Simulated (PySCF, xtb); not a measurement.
AgCl, SMILES [Cl][Ag], multiplicity 1.

Harmonic wavenumbers (cm⁻¹) from xtb with GFN2-xTB at its own minimum, in rising order: 310.

What does PBE0-D3(BJ)/def2-TZVPD run with PySCF give at its own minimum? (An estimate is asked for; the answer gives what the named calculation found.)

332. Paired by order, the mean absolute difference is 22 cm⁻¹ and the zero-point energies are 0.4 and 0.5 kcal/mol.
